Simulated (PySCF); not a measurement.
**Radial density of Sn⁺ (tin, charge +1)**

UHF, [Kr] 4d10 5s2 5p1, 2P determinant. Calculation: PySCF 2.14, in def2-TZVP with the def2 core potential (28 electrons); a scalar-relativistic core potential. This is the valence pseudo-density: the core potential removes the inner electrons and smooths the orbitals near the nucleus.

```json
{"r (bohr)": "0.00403", "4πr²ρ (e/bohr)": "1.027e-05", "4πr²(ρα − ρβ)": "0.0000"}
{"r (bohr)": "0.00678", "4πr²ρ (e/bohr)": "2.796e-05", "4πr²(ρα − ρβ)": "0.0000"}
{"r (bohr)": "0.0114", "4πr²ρ (e/bohr)": "7.135e-05", "4πr²(ρα − ρβ)": "0.0000"}
{"r (bohr)": "0.0192", "4πr²ρ (e/bohr)": "0.0001564", "4πr²(ρα − ρβ)": "0.0000"}
{"r (bohr)": "0.0323", "4πr²ρ (e/bohr)": "0.0002743", "4πr²(ρα − ρβ)": "0.0000"}
{"r (bohr)": "0.0543", "4πr²ρ (e/bohr)": "0.0005147", "4πr²(ρα − ρβ)": "0.0000"}
{"r (bohr)": "0.0913", "4πr²ρ (e/bohr)": "0.001960", "4πr²(ρα − ρβ)": "0.0000"}
{"r (bohr)": "0.154", "4πr²ρ (e/bohr)": "0.01959", "4πr²(ρα − ρβ)": "0.0000"}
{"r (bohr)": "0.258", "4πr²ρ (e/bohr)": "0.3164", "4πr²(ρα − ρβ)": "0.0005"}
{"r (bohr)": "0.434", "4πr²ρ (e/bohr)": "5.276", "4πr²(ρα − ρβ)": "0.0139"}
{"r (bohr)": "0.731", "4πr²ρ (e/bohr)": "22.33", "4πr²(ρα − ρβ)": "0.0350"}
{"r (bohr)": "1.23", "4πr²ρ (e/bohr)": "11.63", "4πr²(ρα − ρβ)": "0.0086"}
{"r (bohr)": "2.07", "4πr²ρ (e/bohr)": "2.503", "4πr²(ρα − ρβ)": "0.3882"}
{"r (bohr)": "3.48", "4πr²ρ (e/bohr)": "0.5948", "4πr²(ρα − ρβ)": "0.2761"}
{"r (bohr)": "5.85", "4πr²ρ (e/bohr)": "0.02767", "4πr²(ρα − ρβ)": "0.0193"}
{"r (bohr)": "9.84", "4πr²ρ (e/bohr)": "8.898e-05", "4πr²(ρα − ρβ)": "0.0001"}
```

Energies and moments cover only the electrons outside the core potential.
